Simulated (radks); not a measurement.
Problem. These are the eigenvalues of the occupied orbitals of an atom or ion with whole-number occupations (hartree). All-electron calculation, Dirac Kohn-Sham, exchange-only PBE, spin-unpolarised, spherical densities, finite nucleus; Fermi nuclear charge, rms radius of each element as measured or else 0.836 A^(1/3) + 0.57 fm. Program: a radial shooting solver on a logarithmic mesh with Libxc functionals.

orbital  eigenvalue
1s1/2     -2043.271

Which element is it, and in what charge state? The configuration may be excited. Open shells, if any, fill j = l - 1/2 first.

Solution. Z = 63, europium, charge +61: Eu61+ in [He]. The 1s level, -2043.3 hartree, gives Z - s = 63.9 by -(Z - s)^2/2, which with screening and relativity narrows Z to a few neighbours, and the depths must fix Z and the occupations together.
